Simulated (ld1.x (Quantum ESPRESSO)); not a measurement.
Values are calculated unless marked as measured or tabulated.
# Potentials for Mg compared

Generated with ld1.x 7.5 (TM, RRKJ, ultrasoft, PAW), atompaw 4.2 or ONCVPSP 4.0.1. The cutoff is in Ry: for ld1.x and atompaw files where the sum of valence levels is converged to 10 mRy in a Bessel basis, for ONCV files where the hardest occupied wave has 1 mHa per electron of residual kinetic energy. The error is the largest all-electron minus pseudo excitation energy over each file’s own four to seven test configurations (ionisations up to +4, promotions, holes and added fractions of an electron), all of which were solved. The labels leave out finer settings (local radius, basis sizes, second energies), which also bear on the numbers. Spin-polarised tests are not counted. The rows are a selection from randomly drawn settings: files with unsolved tests, undetermined cutoffs or missed reference levels are left out.

```csv
potential,cutoff (Ry),largest error (meV),bound ghosts
"TM semilocal, PBEsol, scalar-relativistic, rc 2.25/3.05 (sp), local s, core correction yes, reference 3s2 3p0",6,-13,none
"ultrasoft, BLYP, scalar-relativistic, rc 2.40/2.50 (sp), local smoothed, core correction yes, reference 3s1 3p0",6,-1.5,none
"TM, LDA (PZ), non-relativistic, rc 2.05/2.55/2.25 (spd), local d, core correction yes, reference 3s1 3p0",6,-5.4,none
```

Problem. Fill in the row for Mg: RRKJ, revPBE, scalar-relativistic, rc 2.65/2.45 (sp), local s, core correction yes, reference 3s2 3p0.

Solution. cutoff 6 Ry, largest error +39 meV, bound ghosts: none.

Problem. Fill in the row for Mg: PAW, PBE, scalar-relativistic, rc 1.00/1.10/1.20 (spd), local smoothed, core correction yes, reference 2s2 2p6 3s2 3p0.

Solution. cutoff 70 Ry, largest error -10 meV, bound ghosts: none.
